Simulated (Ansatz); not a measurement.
Al2S2⁻. The state is a doublet with charge -1. Geometry PBE0-D4/def2-TZVP, that of the neutral singlet; atoms count from 1.

```xyz
4

Al   -0.319    0.344    2.399
Al    0.103   -0.133   -0.874
S    -1.344   -0.638    0.605
S     1.560    0.427   -2.130
```

The highest occupied level of the charge -1 doublet lies above zero (up to 0.30 eV). By energy differences its removal costs 1.25 eV (vertical, to the charge 0 singlet, at PBE0-D4/def2-TZVPD); a positive level beside a positive removal energy at the same level points to self-interaction error. The structure comes from a short search, and lower isomers may exist.

(1) Estimate the Mulliken populations from the PBE0/def2-TZVPD orbitals of Ansatz.

(2) Where does the spin sit?

(3) And the Mayer bond orders between bonded heavy atoms (over 0.3)?

Answers

(1) 
```tsv
atom	charge (e)	spin (α − β)
Al1	-0.44	0.75
Al2	0.35	0.18
S3	-0.37	0.03
S4	-0.54	0.05
```
Mulliken values and Mayer orders depend strongly on the basis. With diffuse functions, as here, like atoms can get unlike values, and bond orders can come out too low or too high.

(2) Summed by element: Al 0.93, S 0.07, of 1 unpaired in all. Largest on single atoms: Al1 0.75, Al2 0.18, S4 0.05.

(3) Al1–S3 0.80 (2.29 Å); Al2–S3 1.23 (2.13 Å); Al2–S4 1.93 (2.00 Å). Values over 0.3 also appear between atoms too far apart for a bond (Al1–Al2 0.36 at 3.33 Å); they arise where an orbital or an unpaired electron spreads over both atoms.
